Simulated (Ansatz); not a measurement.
Geometry optimisation, UKS PBE/def2-SVP (Ansatz 0.2.0).

input.yaml

```yaml
crystal:
  periodic: [false, false, false]
  atoms:
    - { symbol: Zr, position_ang: [0.0, 0.0, 0.0] }
    - { symbol: F, position_ang: [0.0, 0.0, 2.23] }
    - { symbol: "N", position_ang: [2.084, 0.0, -0.7359] }
    - { symbol: H, position_ang: [2.5823, -0.918, -0.9166] }
    - { symbol: H, position_ang: [2.5853, 0.918, -0.9082] }
    - { symbol: Cl, position_ang: [-1.1869, 2.0563, -0.8392] }
    - { symbol: "N", position_ang: [-1.0409, -1.8034, -0.7359] }
    - { symbol: H, position_ang: [-1.5759, -2.4197, -0.0595] }
    - { symbol: H, position_ang: [-1.0055, -2.0526, -1.7656] }
    - { symbol: Cl, position_ang: [0.0, 0.0, 4.03] }
magnetization:
  spin_polarized: true
  initial_magnetization: 1
basis:
  gaussian: { orbitals: def2-SVP }
hamiltonian:
  xc: pbe
relax:
  f_tol: 0.15
  max_steps: 25
  restrain:
    - { distance: [1, 9], at: 2.7, k: 30.0 }
    - { distance: [0, 1], at: 1.98, k: 30.0 }
output:
  orbitals: {}
```

Run as:

```bash
$ ansatz run input.yaml --threads 4 --pin off --max-ram 5120MiB --backend cpu --events-out ev --progress --plain --runs-dir out
```

Where does it end, and by what steps?

It converged. The restraints hold the end off the free minimum; the threshold counts their pulls, which the force column leaves out. Restrained pairs: F2–Cl10 (1.80 → 2.70 Å), Zr1–F2 (2.23 → 1.96 Å). After 15 steps the energy has fallen by 2.920 eV (the restraints' own energy left out); Cl10 moved furthest, 1.05 Å.

```
step  energy less start (eV)  largest force component (eV/Å)  accepted
   0                  0.0000                           7.811       yes
   1                 -1.8787                           3.165       yes
   2                 -2.6065                           0.972       yes
   3                 -2.7372                           1.487       yes
   4                 -2.8005                           1.239       yes
   5                 -2.8454                           0.475       yes
   6                 -2.8680                           0.746       yes
   7                 -2.8738                           0.709       yes
   8                 -2.8861                           0.516       yes
   9                 -2.8982                           0.598       yes
  10                 -2.9053                           0.563       yes
  11                 -2.9081                           0.643        no
  12                 -2.9100                           0.604       yes
  13                 -2.9125                           0.578       yes
  14                 -2.9157                           0.574       yes
  15                 -2.9201                           0.511       yes
```

```xyz
10
Properties=species:S:1:pos:R:3
Zr -0.218 0.037 -0.074
F -0.661 0.218 1.827
N 1.797 -0.048 -0.328
H 2.346 -0.772 -0.805
H 2.444 0.677 0.012
Cl -1.033 1.853 -1.385
N -0.914 -1.711 -0.810
H -1.194 -2.526 -0.249
H -1.167 -1.894 -1.789
Cl 1.042 -0.053 3.902
```

Time of the run: 79 s on 4 threads of Arm Neoverse V1 (shared host), peak memory 0.34 GiB.
